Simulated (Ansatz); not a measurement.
## Abstraction of H: H2S + Ge(CH3)F2 → HS + GeH(CH3)F2

Species: H2S (hydrogen sulfide) `S`, singlet; Ge(CH3)F2, doublet; HS, doublet; GeH(CH3)F2, singlet. A radical takes H: the energy is the difference in strength between the S–H bond broken and the Ge–H bond made.

Shapes, held fixed at every level: PBE0-D4/def2-TZVP. Programs: Ansatz 0.2.0. The zero-point and thermal change to 298 K, harmonic and unscaled (PBE0-D4/def2-TZVP), is -1.3 kJ/mol.

```
              level                    kind  ΔH(298 K) (kJ/mol)  less CCSD(T)/def2-TZVPP
      HF/def2-TZVPP            Hartree–Fock               -16.1                    -27.4
B3LYP-D4/def2-TZVPP           global hybrid               +30.3                    +19.0
 PBE0-D4/def2-TZVPP           global hybrid               +30.8                    +19.5
 wB97X-V/def2-TZVPP  range-separated hybrid               +20.8                     +9.5
  B2PLYP/def2-TZVPP           double hybrid               +23.4                    +12.1
     MP2/def2-TZVPP     perturbation theory               +18.3                     +7.0
      CCSD/def2-SVP   coupled cluster or CI                -3.5                    -14.8
 CCSD(T)/def2-TZVPP   coupled cluster or CI               +11.3                      0.0
```

The highest level, CCSD(T)/def2-TZVPP, gives ΔH(298 K) = +11.3 kJ/mol; the levels span -16.1 to +30.8. They disagree on the sign: 6 of 8 are positive. The column of differences is taken from that level and isn't an error. No measured value is set beside it here. Open shells run unrestricted unless RO is named. Relativity is left out for Ge unless named. Correlated rows may include outer-core shells of Ge, which these sets cover unevenly.
